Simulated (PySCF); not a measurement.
C₂H₄ClFOSi, SMILES CC(=O)[Si@@H](F)Cl.

Geometry optimised at B3LYP-D3(BJ)/def2-SVP. The structure was generated by enumeration; whether it is a known compound was not checked. The values are those of a single conformer.

All values below come from PBE/def2-TZVP in PySCF.

Gas-phase values at a fixed geometry.

Question: Estimate the frontier levels, gap, dipole moment and polarisability. (Estimate from the structure and the level; the computed values follow.)

Answer: 
```json
{
 "highest_occupied_level": "-5.92 eV",
 "lowest_empty_level": "-2.92 eV",
 "orbital_gap": "3.00 eV",
 "dipole_moment": "1.32 D",
 "quadrupole, principal values (traceless, Buckingham form, about the centre of nuclear charge)": "-10.43, 1.58, 8.85 D·Å",
 "mean_static_polarisability": "64.4 bohr³ (9.54 Å³)",
 "polarisability_principal_values": "55.1, 64.1, 74.0 bohr³"
}
```
